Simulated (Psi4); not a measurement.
Cl₂Co (SMILES [Cl][Co][Cl]), quartet, geometry from GFN2-xTB (such geometries of metal compounds can be far from the true shape); SVWN/6-31G run with Psi4.

Here is a job for Psi4.
```
memory 2 GB

molecule {
0 4
Co    0.00000000    0.00000000    0.00000000
Cl   -0.00000000   -0.00000000   -1.94700374
Cl    0.00000000    0.00000000    1.94700374
}

set {
  basis 6-31g
  reference uks
}

energy('svwn')
print_variables()
```

What the program printed (banner, timings and long lists left out):

```
   => Loading Basis Set <=

    Name: 6-31G
    Role: ORBITAL
    Keyword: BASIS

         ---------------------------------------------------------
                                   SCF
               by Justin Turney, Rob Parrish, Andy Simmonett
                          and Daniel G. A. Smith
                              UKS Reference
         ---------------------------------------------------------

  ==> Geometry <==

    Molecular point group: d2h
    Full point group: D_inf_h

    Geometry (in Angstrom), charge = 0, multiplicity = 4:

       Center              X                  Y                   Z               Mass
    ------------   -----------------  -----------------  -----------------  -----------------
         CO           0.000000000000     0.000000000000     0.000000000000    58.933194290000
         CL           0.000000000000     0.000000000000    -1.947003740000    34.968852682000
         CL           0.000000000000     0.000000000000     1.947003740000    34.968852682000

  Running in d2h symmetry.

  Rotational constants: A = ************  B =      0.06358  C =      0.06358 [cm^-1]
  Rotational constants: A = ************  B =   1906.21661  C =   1906.21661 [MHz]
  Nuclear repulsion =  288.777455731479620

  Charge       = 0
  Multiplicity = 4
  Electrons    = 61
  Nalpha       = 32
  Nbeta        = 29

  ==> Algorithm <==

  SCF Algorithm Type is DF.
  DIIS enabled.
  MOM disabled.
  Fractional occupation disabled.
  Guess Type is SAD.
  Energy threshold   = 1.00e-06
  Density threshold  = 1.00e-06
  Integral threshold = 1.00e-12

  ==> Primary Basis <==

  Basis Set: 6-31G
    Blend: 6-31G
    Number of shells: 25
    Number of basis functions: 55
    Number of Cartesian functions: 55
    Spherical Harmonics?: false
    Max angular momentum: 2

  ==> DFT Potential <==

   => LibXC <=

    Version 7.1.2
    S. Lehtola, C. Steigemann, M. J. T. Oliveira, and M. A. L. Marques,  SoftwareX 7, 1–5 (2018) (10.1016/j.softx.2017.11.002)

   => Composite Functional: SVWN <=

    Slater exchange
    Vosko, Wilk & Nusair (VWN5_RPA)
    P. A. M. Dirac,  Math. Proc. Cambridge Philos. Soc. 26, 376 (1930) (10.1017/S0305004100016108)
    F. Bloch,  Z. Phys. 57, 545 (1929) (10.1007/BF01340281)
    S. H. Vosko, L. Wilk, and M. Nusair,  Can. J. Phys. 58, 1200 (1980) (10.1139/p80-159)

    Deriv               =              1
    GGA                 =          FALSE
    Meta                =          FALSE

[...]
   @S^2 Observed:                3.759320760E+00
   @S   Expected:                1.500000000E+00
   @S   Observed:                1.500000000E+00

    Orbital Energies [Eh]
    ---------------------

    Alpha Occupied:

[...]
    Alpha Virtual:

[...]
    Beta Occupied:

[...]
    Beta Virtual:

[...]
    Final Occupation by Irrep:
             Ag   B1g   B2g   B3g    Au   B1u   B2u   B3u
    DOCC [     9,    1,    2,    2,    0,    7,    4,    4 ]
    SOCC [     1,    0,    1,    1,    0,    0,    0,    0 ]
    NA   [    10,    1,    3,    3,    0,    7,    4,    4 ]
    NB   [     9,    1,    2,    2,    0,    7,    4,    4 ]

  @DF-UKS Final Energy: -2298.71653062404539

   => Energetics <=

    Nuclear Repulsion Energy =            288.7774557314796198
    One-Electron Energy =               -3760.3328914307398918
    Two-Electron Energy =                1284.4875733980265977
    DFT Exchange-Correlation Energy =    -111.6486683228118153
    Empirical Dispersion Energy =           0.0000000000000000
    VV10 Nonlocal Energy =                  0.0000000000000000
    Total Energy =                      -2298.7165306240453901

  UHF NO Occupations:
  HONO-2 :    3B3g 1.0000000
  HONO-1 :    3B2g 1.0000000
  HONO-0 :   10 Ag 1.0000000
  LUNO+0 :   11 Ag 0.0041970
  LUNO+1 :   12 Ag 0.0001187
  LUNO+2 :    2B1g 0.0001024
  LUNO+3 :    4B2g 0.0000635

Computation Completed

Properties will be evaluated at   0.000000,   0.000000,   0.000000 [a0]

Properties computed using the SCF density matrix

 Multipole Moments:

 ------------------------------------------------------------------------------------
     Multipole            Electronic (a.u.)      Nuclear  (a.u.)        Total (a.u.)
 ------------------------------------------------------------------------------------

 L = 1.  Multiply by 2.5417464519 to convert [e a0] to [Debye]
 Dipole X            :          0.0000000            0.0000000            0.0000000
 Dipole Y            :          0.0000000            0.0000000            0.0000000
 Dipole Z            :          0.0000000            0.0000000            0.0000000
 Magnitude           :                                                    0.0000000

 ------------------------------------------------------------------------------------

  Variable Map:
  ----------------------------------------------------------------------------
[...]
  Array Variable Map:
  ----------------------------------------------------------------------------
[...]
[...]
```
